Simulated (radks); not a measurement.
The scandium ion Sc2+, 19 electrons, occupied as [Ar] 3d1. Calculated with a radial shooting solver on a logarithmic mesh with Libxc functionals: scalar-relativistic Kohn-Sham, PBEsol, spin-unpolarised, spherical densities, finite nucleus; Fermi nuclear charge, rms radius 3.5459 fm.

Local quantities along the radius. ELF = 1/(1 + alpha^2) is the electron localisation function; alpha = (tau - tau_W)/tau_unif compares the Pauli kinetic energy density with that of the uniform gas. tau is taken from the large components.

```
   r/bohr * ELF (the largest magnitude, 1, reaches the edge; | marks zero)
 0.003563 |                                                      *
  0.00405 |                                                      *
  0.00464 |                                                      *
 0.005274 |                                                      *
 0.006042 |                                                      *
 0.006867 |                                                      *
 0.007868 |                                                      *
 0.008942 |                                                      *
  0.01024 |                                                      *
  0.01164 |                                                      *
  0.01334 |                                                      *
  0.01528 |                                                      *
  0.01737 |                                                      *
   0.0199 |                                                      *
  0.02262 |                                                      *
  0.02591 |                                                      *
  0.02945 |                                                      *
  0.03374 |                                                      *
  0.03835 |                                                     *
  0.04394 |                                                     *
  0.04994 |                                                    *
  0.05721 |                                                  *
  0.06502 |                                              *
   0.0745 |                                      *
  0.08535 |                           *
    0.097 |                   *
   0.1111 |              *
   0.1263 |              *
   0.1447 |                  *
   0.1645 |                         *
   0.1884 |                                  *
   0.2142 |                                         *
   0.2454 |                                            *
   0.2789 |                                              *
   0.3195 |                                             *
    0.366 |                                         *
    0.416 |                              *
   0.4766 |             *
   0.5417 |      *
   0.6206 |       *
   0.7054 |                 *
   0.8081 |                                  *
   0.9185 |                                           *
    1.052 |                                              *
    1.196 |                                              *
     1.37 |                                           *
    1.557 |                                      *
    1.784 |                            *
    2.044 |               *
    2.323 |     *
    2.662 | *
    3.025 |*
    3.466 *
    3.939 *
    4.513 *
    5.129 *
    5.877 *
    6.679 *
```

On this mesh the ELF has minima near r = 0.13, 0.54 bohr, which separate the shells, and maxima near 0.28 (0.85), 1.1 (0.85).
